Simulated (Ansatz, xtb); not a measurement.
# Isomers of C4H4Cl3NO in order of energy

6 gas-phase structures of C4H4Cl3NO, from a drawn sample of its isomers (lower ones may exist). Each was relaxed with GFN2-xTB; where two conformers were screened, the lower at r2SCAN-D4/def2-SVP//GFN2-xTB is listed:

A. `C=C(C(N)=O)C(Cl)(Cl)Cl`, a singlet
B. `[H]/N=C(\C=O)CC(Cl)(Cl)Cl`, a singlet
C. `[H]/N=C(/C=O)CC(Cl)(Cl)Cl`, a singlet
D. `[H]/N=C(/CC=O)C(Cl)(Cl)Cl`, a singlet
E. `[H]/N=C(\CC=O)C(Cl)(Cl)Cl`, a singlet
F. `NC(=O)/C=C/C(Cl)(Cl)Cl`, a singlet

Problem. Make a reasoned guess at their ranking by r2SCAN-D4/def2-SVP//GFN2-xTB single-point energy.

Solution. Calculated order at r2SCAN-D4/def2-SVP//GFN2-xTB: F (0.0), A (5.7), C (19.3), B (22.1), D (22.4), E (23.3) kcal/mol. Less than 1 kcal/mol parts B and D; D and E, so the order within those pairs means little.

Energies above the lowest of each column, in kcal/mol; the last columns are at r2SCAN-D4/def2-SVP geometries and were run for some of them only (a dash: not run or not comparable):

```tsv
structure	GFN2-xTB	HF/STO-3G	r2SCAN-D4/def2-SVP//GFN2-xTB	r2SCAN-D4/def2-SVP	CCSD(T)/def2-SVP + ΔMP2/def2-TZVPP
F	0.0	0.0	0.0	0.0	0.0
A	2.5	5.8	5.7	5.3	4.4
C	20.1	0.5	19.3	18.5	14.2
B	21.9	1.6	22.1	–	–
D	17.1	5.1	22.4	–	–
E	19.3	4.8	23.3	–	–
```

Every level run on F puts it lowest or level with the lowest. Flexible structures stand in one conformer each, not always the lowest. Frequencies (GFN2-xTB) were run for A, C, F alone. ΔMP2 is the change of the MP2 energy from the smaller to the larger basis.

Over these structures GFN2-xTB departs from r2SCAN-D4/def2-SVP//GFN2-xTB by 2.2 kcal/mol on average once a common shift is removed. A GFN2-xTB relaxation took about 0.2 s and the r2SCAN-D4/def2-SVP//GFN2-xTB energy about 3.3 s on a shared host (Ansatz 0.2.0, xtb 6.7.1).
